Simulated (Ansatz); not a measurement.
Two isomers of C4H3F3: A = `FC1C=CC1(F)F`, B = `C=C(F)C=C(F)F`.

Gas-phase electronic energies from Ansatz, PBE0-D4/def2-TZVP geometries. CBS: MP2 limit from def2 TZ/QZ plus the TZ coupled-cluster correction, frozen cores. DFT in def2-TZVPP. B3LYP here is the variant with VWN-RPA as its local correlation; programs differ in this. One conformer a species, not always the lowest.

Task: Which is lower in electronic energy at CCSD(T)/CBS, and by how much? (Estimate.)

Result: The calculation gave: B, by 3.3 kcal/mol.

Task: Give E(B) − E(A) in kcal/mol with B3LYP-D4, MP2/def2-TZVPP, r2SCAN-D4, CCSD(T)/def2-TZVPP, ωB97M-V, CCSD/def2-TZVPP, PBE-D4. (Estimate.)

Result: Computed: B3LYP-D4 -9.7, MP2/def2-TZVPP -3.6, r2SCAN-D4 -9.0, CCSD(T)/def2-TZVPP -4.4, ωB97M-V -4.1, CCSD/def2-TZVPP -3.8, PBE-D4 -8.2. None reverses the order clearly.

Task: Does the order hold for the free energy at 298.15 K (harmonic terms from PBE0-D4)? (An estimate is asked.)

Result: Computed: Yes: G(B) − G(A) = -4.9 kcal/mol, for one conformer each.

Largest T1 diagnostic: 0.013.

At CCSD(T), def2-SVP lies −2.9 kcal/mol from the extrapolated value and def2-TZVPP −1.1 kcal/mol. From PBE to PBE0 (25 % exact exchange), in def2-TZVPP and without D4, E(B) − E(A) moves by +3.2 kcal/mol.
